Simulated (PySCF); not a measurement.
# `C=C[C@H](C)/C(=C\F)SC`: 4 charge schemes on one density

C7H11FS.
Cartesian coordinates in Å at the GFN2-xTB level; atoms count from 1:
```
atom  x, y, z in Å
C1    -2.8053    1.0000   -0.2277
C2    -1.6520    0.7725   -0.8247
C3    -0.7808   -0.4448   -0.6645
C4    -1.3370   -1.5005    0.2900
C5     0.5978   -0.0114   -0.2159
C6     0.8359    0.6866    0.8881
F7    -0.1633    1.0723    1.7117
S8     1.8711   -0.5375   -1.3089
C9     3.4112    0.0319   -0.5390
H10   -3.2505    0.3079    0.4645
H11   -3.3568    1.9068   -0.4089
H12   -1.2442    1.5078   -1.5076
H13   -0.6624   -0.9003   -1.6567
H14   -2.2982   -1.8577   -0.0696
H15   -1.4606   -1.0856    1.2863
H16   -0.6520   -2.3438    0.3448
H17    1.7941    1.0150    1.2559
H18    3.5212   -0.4172    0.4434
H19    3.4178    1.1162   -0.4814
H20    4.2089   -0.3073   -1.1923
```

Density: PBE0/pcSseg-1 (PySCF); schemes: Mulliken, IAO, Hirshfeld and ESP-fitted. The structure is a single GFN2-xTB conformer in the gas phase; no vibrational or solvent corrections.

**Question.** Tabulate the Mulliken, IAO, Hirshfeld and ESP-fitted charges.

**Answer.** In e; atoms taken as equivalent share a row and are averaged (×n: the atom named and its like, n in all):

```csv
atom,environment,Mulliken,IAO,Hirshfeld,ESP-fitted
C1,terminal =CH2 carbon,-0.130,-0.321,-0.105,-0.371
C2,alkene CH carbon,-0.138,-0.129,-0.043,-0.217
C3,allylic carbon,-0.253,-0.107,-0.023,+0.226
C4,methyl carbon,-0.188,-0.417,-0.120,-0.467
C5,fully substituted alkene carbon,-0.430,-0.157,-0.035,-0.196
C6,vinylic C–F carbon,+0.341,+0.082,+0.008,+0.133
F7,vinyl fluorine,-0.282,-0.275,-0.081,-0.179
S8,sulfide sulfur,+0.080,+0.167,+0.027,-0.144
C9,S-methyl carbon,-0.407,-0.513,-0.116,-0.345
H10,vinylic hydrogen,+0.111,+0.145,+0.044,+0.173
H11,vinylic hydrogen,+0.116,+0.153,+0.046,+0.168
H12,vinylic hydrogen,+0.095,+0.145,+0.040,+0.144
H13,methine hydrogen,+0.138,+0.149,+0.039,+0.088
H14/H15/H16,methyl hydrogen,+0.126,+0.146,+0.039,+0.138
H17,vinylic hydrogen,+0.089,+0.149,+0.048,+0.120
H18/H19/H20,methyl hydrogen,+0.159,+0.164,+0.051,+0.150
```

Mean size of the charges over all atoms: ESP-fitted 0.192 e, IAO 0.192 e, Mulliken 0.183 e, Hirshfeld 0.052 e. Each set sums to the total charge, 0, to within 0.001 e. The ESP scheme fits charges at the nuclei, held to the total charge, to the electrostatic potential on points at 1.4 to 2.0 times the van der Waals radii. The Hirshfeld scheme divides the density at each point in proportion to the densities of the neutral, spherically averaged free atoms.

Some averages cover members that differ in this geometry: H18/H19/H20, ESP-fitted +0.125 to +0.200; H14/H15/H16, ESP-fitted +0.125 to +0.157 e.

Lowest charge. The schemes don't all agree: Mulliken C5 (-0.430); IAO C9 (-0.513); Hirshfeld C4 (-0.120); ESP-fitted C4 (-0.467).

Highest charge. The schemes don't all agree: Mulliken C6 (+0.341); IAO S8 (+0.167); Hirshfeld H18/H19/H20 (+0.051); ESP-fitted C3 (+0.226).

**Question.** Sum the charges by element, for elements with more than one atom.

**Answer.** 
```
element  atoms  Mulliken     IAO  Hirshfeld  ESP-fitted
      C      7    -1.204  -1.562     -0.433      -1.237
      H     11    +1.406  +1.670     +0.487      +1.559
```

**Question.** How many electrons does the ESP-fitted scheme count on F7?

**Answer.** Z − q = 9 − (-0.179) = 9.179.

**Question.** How closely do the schemes follow one another over all atoms?

**Answer.** Correlation coefficient and root-mean-square difference: IAO with Hirshfeld 0.99, 0.160 e; Hirshfeld with ESP-fitted 0.89, 0.163 e; IAO with ESP-fitted 0.86, 0.116 e; Mulliken with IAO 0.85, 0.119 e; Mulliken with Hirshfeld 0.80, 0.165 e; Mulliken with ESP-fitted 0.69, 0.166 e.
